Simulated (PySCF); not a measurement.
## TaO from Hartree–Fock to correlated methods

State: ²Δ (doublet), unpaired electrons δ ↑. Set-up: PySCF, scalar-relativistic core potentials, basis sets Ta def2-TZVPPD with ECP60, O def2-TZVPPD. De refers to Ta (5d3 6s2) + O in their high-spin ground configurations, without counterpoise correction. The functionals are run spin-unrestricted. A positive dipole means Ta(−)O(+).

```
       Level  Re (Å)  ωe (cm⁻¹)  De (eV)  μ (D)  CPU s a point (SCF and correlation, without the integrals)
        ROHF   1.668       1120      n/a  -3.33                                                        0.99
    ROHF-MP2   1.698       1021      n/a    n/a                                                         1.9
ROHF-SCS-MP2   1.698       1024      n/a    n/a                                                         n/a
   ROHF-CCSD   1.686       1064     7.52    n/a                                                         n/a
ROHF-CCSD(T)   1.701       1016     8.06    n/a                                                          94
         PBE   1.696       1020      n/a  -2.57                                                         1.2
        TPSS   1.699       1019      n/a  -2.70                                                         2.1
      r²SCAN   1.688       1045      n/a  -2.54                                                         1.5
     r²SCANh   1.683       1060      n/a  -2.63                                                         2.3
        PBE0   1.679       1069      n/a  -2.77                                                         2.7
     r²SCAN0   1.675       1080      n/a  -2.74                                                         2.4
         M06   1.676       1062      n/a  -2.64                                                         2.2
     LC-ωPBE   1.675       1087      n/a  -2.93                                                         2.6
      B2PLYP   1.700       1011      n/a  -3.26                                                         2.5
```

Task: What does a quarter of exact exchange do here, going from PBE to PBE0?

Result: PBE0 less PBE: -1.7 pm in Re, +4.8 % in ωe. Exact exchange removes part of the self-interaction that spreads semilocal densities, and in most molecules shortens and stiffens the bond and lowers De; so it does here.

Task: What does all correlation do here, going from ROHF to ROHF-CCSD(T)?

Result: ROHF-CCSD(T) less ROHF: +3.3 pm in Re, -9.3 % in ωe. Correlation nearly always deepens the well. The bond lengthens, as in strong covalent bonds, where excitations into antibonding orbitals dominate.

Correlated steps freeze 1 core orbital. De is left out where the level can put another filling of the metal’s s and d shells below the measured ground configuration, by anything from nothing to about 1 eV. Spin–orbit coupling is left out, which matters for elements this heavy, above all for dissociation energies. B2PLYP dipoles, levels and charges come from its SCF part alone. With d or f electrons several states lie close, and the lowest PBE0 determinant need not be the measured ground state.

The whole job (state search and all levels along the bond) took about 10 min on 2 threads of Intel Xeon 6975P-C (shared host), peak memory 4.8 GiB.
